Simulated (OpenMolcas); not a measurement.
## Xe III: Slater's ratio, worked from levels

```json
{"Program": "OpenMolcas", "Basis": "ANO-R3 [8s7p5d4f3g2h]", "Scalar Hamiltonian": "X2C, finite nucleus", "Active space": "4 electrons in 3 orbitals (5p)", "State averaging": "2S+1 = 3 even, 3 roots; 2S+1 = 1 even, 6 roots", "Spin-orbit coupling": "RASSI with atomic mean-field integrals over the reference wave functions, term energies averaged over their components"}
```

Methods: CASSCF; SS-CASPT2, IPEA 0.25 Eh, imaginary shift 0.1 Eh (closed shells correlated: 4d 5s). Measured levels: Saloman, J. Phys. Chem. Ref. Data 33, 765 (2004).

**Slater's ratio.** With one set of orbitals, p4 has 1D - 3P = 6 F2 and 1S - 1D = 9 F2 (F2 = F²/25), a ratio of 3/2. Term energies are centres of gravity, weighted by 2J + 1.

```
   Source  1D - 3P  1S - 3P  F2 from the first  Ratio
   CASSCF    14969    35549               2495  1.375
SS-CASPT2    12623    31047               2104  1.460
 measured    12931    31935               2155  1.470
```

Energies in cm-1. A ratio away from 3/2 shows effects beyond one configuration with one set of orbitals, and in heavier atoms second-order spin-orbit shifts.

Term energies are means over components that CASPT2 splits; among the terms shown or strongly mixed into the levels shown the widest spread is 180 cm-1 (5s2 5p4 1D, SS-CASPT2). With the s shell closed, the reference lacks s² → p² mixing. Computed and measured levels are paired by configuration, term and J; levels that our copy of the source lacks, or whose pairing is in doubt (as where it misses far off the trend of its configuration), stay unpaired and out of the deviations. Levels of configurations outside the active space are missing.
